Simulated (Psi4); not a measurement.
HAl (SMILES [AlH]), singlet, at a GFN2-xTB geometry (such geometries of metal compounds can be far from the true shape), atoms displaced at random by about 0.08 Å a coordinate; Psi4 1.11 with PBE0/def2-TZVP, gradient.

Psi4 was given this input:
```
memory 2 GB

molecule {
0 1
  Al   -0.16640085   -0.09240233   -0.22046196
  H    -0.08362470   -0.09804886    1.50608781
symmetry c1
no_reorient
no_com
}

set basis def2-tzvp

gradient('pbe0')
print_variables()
```

What the program printed (banner, timings and long lists left out):

```
gradient() will perform analytic gradient computation.

   => Loading Basis Set <=

    Name: DEF2-TZVP
    Role: ORBITAL
    Keyword: BASIS

         ---------------------------------------------------------
                                   SCF
               by Justin Turney, Rob Parrish, Andy Simmonett
                          and Daniel G. A. Smith
                              RKS Reference
         ---------------------------------------------------------

  ==> Geometry <==

    Molecular point group: c1
    Full point group: C1

    Geometry (in Angstrom), charge = 0, multiplicity = 1:

       Center              X                  Y                   Z               Mass
    ------------   -----------------  -----------------  -----------------  -----------------
         AL          -0.166400850000    -0.092402330000    -0.220461960000    26.981538530000
         H           -0.083624700000    -0.098048860000     1.506087810000     1.007825032230

  Running in c1 symmetry.

  Rotational constants: A =     24.63952  B =      4.31419  C =      3.67136 [cm^-1]
  Rotational constants: A = 738674.12468  B = 129336.14762  C = 110064.67167 [MHz]
  Nuclear repulsion =    3.979829958325318

  Charge       = 0
  Multiplicity = 1
  Electrons    = 14
  Nalpha       = 7
  Nbeta        = 7

  ==> Algorithm <==

  SCF Algorithm Type is DF.
  DIIS enabled.
  MOM disabled.
  Fractional occupation disabled.
  Guess Type is SAD.
  Energy threshold   = 1.00e-08
  Density threshold  = 1.00e-08
  Integral threshold = 1.00e-12

  ==> Primary Basis <==

  Basis Set: DEF2-TZVP
    Blend: DEF2-TZVP
    Number of shells: 17
    Number of basis functions: 43
    Number of Cartesian functions: 48
    Spherical Harmonics?: true
    Max angular momentum: 3

  ==> DFT Potential <==

   => LibXC <=

    Version 7.1.2
    S. Lehtola, C. Steigemann, M. J. T. Oliveira, and M. A. L. Marques,  SoftwareX 7, 1–5 (2018) (10.1016/j.softx.2017.11.002)

   => Composite Functional: PBE0 <=

    PBE0 Hyb-GGA Exchange-Correlation Functional

    C. Adamo and V. Barone,  J. Chem. Phys. 110, 6158 (1999) (10.1063/1.478522)
    M. Ernzerhof and G. E. Scuseria,  J. Chem. Phys. 110, 5029 (1999) (10.1063/1.478401)

    Deriv               =              1
    GGA                 =           TRUE
    Meta                =          FALSE

    Exchange Hybrid     =           TRUE
    MP2 Hybrid          =          FALSE

   => Exchange Functionals <=

    0.7500   Perdew, Burke & Ernzerhof

   => Exact (HF) Exchange <=

    0.2500               HF

   => Correlation Functionals <=

    1.0000   Perdew, Burke & Ernzerhof

   => LibXC Density Thresholds  <==

    XC_HYB_GGA_XC_PBEH:  1.00E-15

   => Molecular Quadrature <=

    Radial Scheme          =       TREUTLER
    Pruning Scheme         =           NONE
    Nuclear Scheme         =       TREUTLER

    Blocking Scheme        =         OCTREE
    BS radius alpha        =              1
    Pruning alpha          =              1
    Radial Points          =             75
    Spherical Points       =            302
    Total Points           =          43446
    Total Blocks           =            379
    Max Points             =            255
    Max Functions          =             43
    Weights Tolerance      =       1.00E-15

   => Loading Basis Set <=

    Name: (DEF2-TZVP AUX)
    Role: JKFIT
    Keyword: DF_BASIS_SCF

  ==> Integral Setup <==

  SCF_SUBTYPE=INCORE selected. In-core MEM_DF algorithm will be used.
  Using in-core AOs.

  ==> MemDFJK: Density-Fitted J/K Matrices <==

    J tasked:                   Yes
    K tasked:                   Yes
    wK tasked:                   No
    Algorithm:                 Core
    Schwarz Cutoff:           1E-12
    Mask sparsity (%):       0.0000
    Fitting Condition:        1E-10

   => Auxiliary Basis Set <=

  Basis Set: (DEF2-TZVP AUX)
    Blend: DEF2-UNIVERSAL-JKFIT
    Number of shells: 44
    Number of basis functions: 146
    Number of Cartesian functions: 175
    Spherical Harmonics?: true
    Max angular momentum: 4

  Minimum eigenvalue in the overlap matrix is 1.8068691176E-02.
  Reciprocal condition number of the overlap matrix is 4.8171844850E-03.
    Using symmetric orthogonalization.

  ==> Pre-Iterations <==

  SCF Guess: Superposition of Atomic Densities via on-the-fly atomic UHF (no occupation information).

   -------------------------
    Irrep   Nso     Nmo
   -------------------------
     A         43      43
   -------------------------
    Total      43      43
   -------------------------

  ==> Iterations <==

                           Total Energy        Delta E     RMS |[F,P]|

   @DF-RKS iter SAD:  -242.47124531841101   -2.42471e+02   0.00000e+00
   @DF-RKS iter   1:  -242.84094389904430   -3.69699e-01   5.02905e-03 ADIIS/DIIS
   @DF-RKS iter   2:  -242.85574289378644   -1.47990e-02   2.61776e-03 ADIIS/DIIS
   @DF-RKS iter   3:  -242.85925615935730   -3.51327e-03   8.30132e-05 DIIS
   @DF-RKS iter   4:  -242.85926530840607   -9.14905e-06   1.20900e-05 DIIS
   @DF-RKS iter   5:  -242.85926550435013   -1.95944e-07   5.27904e-06 DIIS
   @DF-RKS iter   6:  -242.85926555016005   -4.58099e-08   2.38533e-07 DIIS
   @DF-RKS iter   7:  -242.85926555028718   -1.27130e-10   5.63826e-08 DIIS
   @DF-RKS iter   8:  -242.85926555029113   -3.95062e-12   4.76847e-09 DIIS
  Energy and wave function converged.

  ==> Post-Iterations <==

   Electrons on quadrature grid:
      Ntotal   =   13.9999992180 ; deviation = -7.820e-07

    Orbital Energies [Eh]
    ---------------------

    Doubly Occupied:

[...]
       7A     -0.215385

    Virtual:

[...]
    Final Occupation by Irrep:
              A
    DOCC [     7 ]
    NA   [     7 ]
    NB   [     7 ]

  @DF-RKS Final Energy:  -242.85926555029113

   => Energetics <=

    Nuclear Repulsion Energy =              3.9798299583253178
    One-Electron Energy =                -345.3557015976315938
    Two-Electron Energy =                 112.7319183598012984
    DFT Exchange-Correlation Energy =     -14.2153122707861534
    Empirical Dispersion Energy =           0.0000000000000000
    VV10 Nonlocal Energy =                  0.0000000000000000
    Total Energy =                       -242.8592655502911555

Computation Completed

Properties will be evaluated at   0.000000,   0.000000,   0.000000 [a0]

Properties computed using the SCF density matrix

 Multipole Moments:

 ------------------------------------------------------------------------------------
     Multipole            Electronic (a.u.)      Nuclear  (a.u.)        Total (a.u.)
 ------------------------------------------------------------------------------------

 L = 1.  Multiply by 2.5417464519 to convert [e a0] to [Debye]
 Dipole X            :          4.2395402           -4.2459042           -0.0063640
 Dipole Y            :          2.4557159           -2.4552818            0.0004341
 Dipole Z            :          2.4371314           -2.5698719           -0.1327405
 Magnitude           :                                                    0.1328937

 ------------------------------------------------------------------------------------

         ------------------------------------------------------------
                                   SCF GRAD
                          Rob Parrish, Justin Turney,
                       Andy Simmonett, and Alex Sokolov
         ------------------------------------------------------------

  ==> Geometry <==

    Molecular point group: c1
    Full point group: C1

    Geometry (in Angstrom), charge = 0, multiplicity = 1:

       Center              X                  Y                   Z               Mass
    ------------   -----------------  -----------------  -----------------  -----------------
         AL          -0.166400850000    -0.092402330000    -0.220461960000    26.981538530000
         H           -0.083624700000    -0.098048860000     1.506087810000     1.007825032230

  Nuclear repulsion =    3.979829958325318

  ==> Basis Set <==

  Basis Set: DEF2-TZVP
    Blend: DEF2-TZVP
    Number of shells: 17
    Number of basis functions: 43
    Number of Cartesian functions: 48
    Spherical Harmonics?: true
    Max angular momentum: 3

  ==> DFJKGrad: Density-Fitted SCF Gradients <==

    Gradient:                    1
    J tasked:                  Yes
    K tasked:                  Yes
    wK tasked:                  No
    Integrals threads:           1
    Schwarz Cutoff:          1E-12
    Fitting Condition:       1E-10

   => Auxiliary Basis Set <=

  Basis Set: (DEF2-TZVP AUX)
    Blend: DEF2-UNIVERSAL-JKFIT
    Number of shells: 44
    Number of basis functions: 146
    Number of Cartesian functions: 175
    Spherical Harmonics?: true
    Max angular momentum: 4

  ==> DFT Potential <==

   => LibXC <=

    Version 7.1.2
    S. Lehtola, C. Steigemann, M. J. T. Oliveira, and M. A. L. Marques,  SoftwareX 7, 1–5 (2018) (10.1016/j.softx.2017.11.002)

   => Composite Functional: PBE0 <=

    PBE0 Hyb-GGA Exchange-Correlation Functional

    C. Adamo and V. Barone,  J. Chem. Phys. 110, 6158 (1999) (10.1063/1.478522)
    M. Ernzerhof and G. E. Scuseria,  J. Chem. Phys. 110, 5029 (1999) (10.1063/1.478401)

    Deriv               =              1
    GGA                 =           TRUE
    Meta                =          FALSE

    Exchange Hybrid     =           TRUE
    MP2 Hybrid          =          FALSE

   => Exchange Functionals <=

    0.7500   Perdew, Burke & Ernzerhof

   => Exact (HF) Exchange <=

    0.2500               HF

   => Correlation Functionals <=

    1.0000   Perdew, Burke & Ernzerhof

   => LibXC Density Thresholds  <==

    XC_HYB_GGA_XC_PBEH:  1.00E-15

   => Molecular Quadrature <=

    Radial Scheme          =       TREUTLER
    Pruning Scheme         =           NONE
    Nuclear Scheme         =       TREUTLER

    Blocking Scheme        =         OCTREE
    BS radius alpha        =              1
    Pruning alpha          =              1
    Radial Points          =             75
    Spherical Points       =            302
    Total Points           =          43446
    Total Blocks           =            379
    Max Points             =            255
    Max Functions          =             43
    Weights Tolerance      =       1.00E-15

  -Total Gradient:
     Atom            X                  Y                   Z
    ------   -----------------  -----------------  -----------------
       1       -0.000508339969     0.000034676134    -0.010602984745
       2        0.000508321356    -0.000034674864     0.010602596510

  Variable Map:
  ----------------------------------------------------------------------------
[...]
  Array Variable Map:
  ----------------------------------------------------------------------------
[...]
[...]
```
